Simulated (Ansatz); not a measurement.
Basis sets compared for the cluster CdCl4. Charge 0, multiplicity 1. Geometry PBE0-D4/def2-SVP. Ansatz on 4 threads of Arm Neoverse V2 on a shared host; times are rough, and most runs start from earlier orbitals.

```xyz
5

Cd   -1.407    0.004   -0.219
Cl    1.482   -0.618   -0.011
Cl   -2.099    2.062    0.473
Cl   -0.882   -2.119   -0.963
Cl    2.907    0.670    0.719
```

In the def2 sets Cd takes a core potential; there is no spin–orbit coupling. In the singlet, Cl2 and Cl5 lie 2.06 Å apart (atoms count from 1), so these atoms are partly bonded to each other. The structure comes from a short search, and lower isomers may exist.

Binding counts from free atoms (Cd singlet, Cl doublet) in the same basis, without a counterpoise term.

```tsv
level	functions	energy (Eh)	HOMO (eV)	LUMO (eV)	binding per atom (eV)	wall time
PBE-D4/def2-SVP	103	-2007.2630	-7.25	-4.44	1.79	0.85 s
PBE0-D4/def2-SVP	103	-2007.4013	-8.69	-3.64	1.70	1.4 s
```

(1) Estimate the rows for PBE-D4/def2-TZVP (with forces), PBE0-D4/def2-TZVP.

Answers

(1) 
| level | functions | energy (Eh) | HOMO (eV) | LUMO (eV) | binding per atom (eV) | wall time |
| --- | --- | --- | --- | --- | --- | --- |
| PBE-D4/def2-TZVP (with forces) | 188 | -2007.9508 | -7.49 | -4.60 | 1.79 | 1.9 s |
| PBE0-D4/def2-TZVP | 188 | -2008.0799 | -8.91 | -3.72 | 1.72 | 2.9 s |
